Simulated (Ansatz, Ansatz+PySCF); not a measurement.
```
atom   x (Å)   y (Å)    z (Å)
   O  0.0000  0.0000  -0.1139
   H  0.0000  0.0000   0.9113
```

Basis set: 6-31G (spherical functions). Frozen core: 1 orbital. Charge 0, multiplicity 2.

Computed with Ansatz (development build ahead of 0.2.0); each method stands on the lowest determinant of its kind that the runs found.

The atomization energy at this shape (free ground-state atoms in the same class of orbitals less the molecule, no zero-point energy) of doublet OH:

```tsv
method	atomization energy
PBE0 (unrestricted)	380.4 kJ/mol
UHF-CCSD(T)	328.3 kJ/mol
UHF	214.9 kJ/mol
```

**Question.** What does UHF-MP2 give?

**Answer.** 321.9 kJ/mol.

This basis has no polarisation functions and is too small for such energies, which can lie far from measured ones in either direction.
